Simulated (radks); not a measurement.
The numbers below are computed, except where a source is named.
Task: Valence configurations of Tm3+ (all share [Xe]). Code: a radial shooting solver on a logarithmic mesh with Libxc functionals. Model: scalar-relativistic Kohn-Sham, PBE, spin-polarised, spherical densities, finite nucleus; open shells are filled with parallel spins first (spin-orbit coupling, left out, can overturn this in heavy ions); Fermi nuclear charge, rms radius 5.2256 fm. Order these by energy: 4f11.5 5d0.5; 4f10 6p2; 4f10 6s2; 4f11 6p1; 4f11 6s0.5 6p0.5; 4f12; 4f11.5 6p0.5; 4f10 5d2; 4f11 6s1; 4f11 5d1.

Result: From the lowest, in eV above it: 4f12 0.000; 4f11.5 5d0.5 5.417; 4f11.5 6p0.5 9.353; 4f11 5d1 11.969; 4f11 6s1 14.372; 4f11 6s0.5 6p0.5 17.619; 4f11 6p1 20.851; 4f10 5d2 28.819; 4f10 6s2 37.863; 4f10 6p2 50.893. NIST lists [Xe] 4f12 as the ground configuration; this level of theory agrees among the configurations tried. The energies are those of spherical high-spin densities, not of single terms.
